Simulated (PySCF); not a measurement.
**From a computed spectrum to the compound**

A species of 4 atoms with charge 1 has these harmonic modes (B3LYP, small Gaussian bases with core potentials, PySCF 2.14.0):

| cm⁻¹ | km/mol | symmetry |
| --- | --- | --- |
| 51 | 1.1 |  |
| 53 | 1.8 |  |
| 53 | 1.7 |  |
| 195 | 0.0 |  |
| 250 | 14.9 |  |
| 251 | 14.8 |  |

Problem. Which species is it, and in which structure?

Solution. [PbBr3]+ (singlet):
```xyz
4

Pb    0.0000    0.0000    0.0000
Br    2.5347    0.0000    0.0000
Br   -1.2674    2.1951    0.0000
Br   -1.2674   -2.1951    0.0000
```
Ideal gas at 298.15 K and 1 bar: S = 387.0 J/(mol K), Cp = 80.5 J/(mol K), H − H(0 K) = 20.5 kJ/mol (rigid rotor, harmonic modes, spin degeneracy alone; the modes under 60 cm⁻¹ make these uncertain). 
 The answer isn't unique; the calculation gave this one.
